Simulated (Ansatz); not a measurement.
`O=[C](O)[GaH2]` + H₂ → `O=[CH][GaH2]` + H₂O at 700 K and 1 bar (hydrogenolysis of a C–O bond).

Program: Ansatz. Geometries: PBE0-D4/def2-TZVP. ΔE: electronic, gas phase. CCSD(T)/CBS adds triple-zeta CCSD(T) − MP2 to the extrapolated MP2 energy (def2 sets, frozen cores). This one scheme is used for every species. For Ga outer-core shells are correlated without core-valence functions, which leaves a few kJ/mol of doubt a bond. Scalar relativity is left out up to krypton. One conformer a species, not always the lowest.

| species | CCSD(T)/CBS energy (Eh) | H − E (kJ/mol) | S (J/(mol·K)) |
| --- | --- | --- | --- |
| `O=[C](O)[GaH2]` | -2114.12453 | 155.8 | 408.2 |
| H₂ | -1.17544 | 46.8 | 155.3 |
| `O=[CH][GaH2]` | -2038.90941 | 130.0 | 373.5 |
| H₂O | -76.37941 | 80.5 | 218.4 |

H − E and S are ideal-gas, rigid-rotor, harmonic terms from PBE0-D4/def2-TZVP, for one conformer and one mirror image of each species. The MP2-based limit puts H₂ 0.8 mEh under its directly extrapolated value; such offsets cancel only in part. 1 Eh = 2625.50 kJ/mol, R = 8.31446 J/(mol·K).

Question: By hand: ΔE, ΔH, ΔS and ΔG.

Answer: ΔE = (-2038.90941) + (-76.37941) − (-2114.12453) − (-1.17544) = 0.01115 Eh = 29.3 kJ/mol. Δ(H − E) = 130.0 + 80.5 − 155.8 − 46.8 = 7.9, so ΔH = 37.2 kJ/mol. ΔS = 373.5 + 218.4 − 408.2 − 155.3 = 28.4 J/(mol·K). ΔG = 37.2 − 700 × (28.4)/1000 = 17.3 kJ/mol.

Question: By hand: the equilibrium constant, and the temperature at which ΔG would vanish if ΔH and ΔS stayed fixed.

Answer: log₁₀ K = −ΔG/(RT ln 10) = -1.3. ΔG = 0 at ΔH/ΔS = 1310 K.

TΔS isn't small against ΔH here. A doubt of 5 kJ/mol in ΔE shifts log₁₀ K by 0.4 here. Other conformers and mirror images would add mixing entropy, several J/(mol·K) or more a flexible species. These are equilibria of isolated gas molecules and say nothing of rates. Largest T1 diagnostic: 0.017 (customary marks: 0.02 for closed shells, 0.045 for open ones).
